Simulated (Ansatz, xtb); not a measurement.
## C2H7Sn+: which of two isomers lies lower

Structure X: `[CH3][SnH+][CH3]`, a singlet. Structure Y: `C[CH2][SnH2+]`, a singlet. Both are isolated ions in the gas phase, relaxed with BLYP-D3(BJ)/def2-SVP; the shapes shown needn't be the lowest conformers.

X (Å):

```yaml
atoms:
  - { symbol: C, position_ang: [-1.0288, -2.0842, -0.7540] }
  - { symbol: C, position_ang: [0.3576, 0.0115, 2.1442] }
  - { symbol: Sn, position_ang: [-0.5694, -0.2006, 0.2026] }
  - { symbol: H, position_ang: [-0.5172, -2.0935, -1.7376] }
  - { symbol: H, position_ang: [-0.6959, -2.9228, -0.1175] }
  - { symbol: H, position_ang: [-0.9764, 1.2523, -0.6530] }
  - { symbol: H, position_ang: [-2.1251, -2.1138, -0.9189] }
  - { symbol: H, position_ang: [1.3026, 0.5740, 2.0013] }
  - { symbol: H, position_ang: [-0.3260, 0.6125, 2.7774] }
  - { symbol: H, position_ang: [0.5456, -0.9834, 2.5848] }
```

Y (Å):

```yaml
atoms:
  - { symbol: C, position_ang: [-0.4842, 0.0276, -0.2611] }
  - { symbol: C, position_ang: [-0.5515, -0.8262, 1.0091] }
  - { symbol: Sn, position_ang: [1.2966, 1.2910, -0.4333] }
  - { symbol: H, position_ang: [-0.5749, -0.2145, 1.9313] }
  - { symbol: H, position_ang: [0.2858, -1.5464, 1.0815] }
  - { symbol: H, position_ang: [1.5860, 2.3346, -1.7858] }
  - { symbol: H, position_ang: [-1.4914, -1.4158, 0.9813] }
  - { symbol: H, position_ang: [-0.4634, -0.5619, -1.2038] }
  - { symbol: H, position_ang: [-1.3172, 0.7575, -0.3621] }
  - { symbol: H, position_ang: [2.5302, 1.3213, 0.7833] }
```

Quicker runs give these differences E(Y) − E(X): GFN2-xTB +1.4 kcal/mol; HF/STO-3G +24.1 kcal/mol (at GFN2-xTB geometries); r2SCAN-D4/def2-SVP +15.4 kcal/mol (at GFN2-xTB geometries).

Question: Estimate E(Y) − E(X) at the level CCSD(T)/def2-TZVP.

Answer: Calculated at CCSD(T)/def2-TZVP: E(Y) − E(X) = +15.8 kcal/mol, so structure X lies lower.

How the difference moves with the method:

| level | geometry | E(Y) − E(X) (kcal/mol) | departure from the last row (kcal/mol) | job, with rough time for the two |
| --- | --- | --- | --- | --- |
| GFN2-xTB | GFN2-xTB | +1.4 | −14.4 | optimisation, 0.33 s |
| HF/STO-3G | GFN2-xTB | +24.1 | +8.3 | single point, 0.64 s |
| r2SCAN-D4/def2-SVP | GFN2-xTB | +15.4 | −0.4 | single point, 3 s |
| BLYP-D3(BJ)/def2-SVP | BLYP-D3(BJ)/def2-SVP | +12.8 | −3.0 | optimisation, 33 s |
| HF/def2-TZVP | BLYP-D3(BJ)/def2-SVP | +14.1 | −1.7 | part of the CCSD(T) run |
| MP2/def2-TZVP | BLYP-D3(BJ)/def2-SVP | +16.9 | +1.1 | part of the CCSD(T) run |
| CCSD(T)/def2-TZVP | BLYP-D3(BJ)/def2-SVP | +15.8 |  | single point, 70 s |

As drawn, Y has 1 C–C, 1 Sn–H in place of 1 C–Sn, 1 C–H.

None of the levels shown reverses the order. The largest departure from CCSD(T)/def2-TZVP is that of GFN2-xTB, 14.4 kcal/mol.

With harmonic frequencies from BLYP-D3(BJ)/def2-SVP (ideal gas, rigid rotor, one conformer each, 298.15 K, 1 atm): on the last row, ΔE + ΔZPE = +15.2 kcal/mol. A mode under 50 cm⁻¹ makes harmonic enthalpies and free energies unreliable, so none is given.

The correlated steps freeze 6 core orbitals; the filled d shell of Sn is correlated, in a basis made for valence electrons. Atoms past krypton carry core potentials in the def2 sets, other sets are all-electron and non-relativistic, and no spin–orbit term is included. Run with Ansatz 0.2.0, xtb 6.7.1; the last row on 2 threads of Arm Neoverse V1 on a shared host.
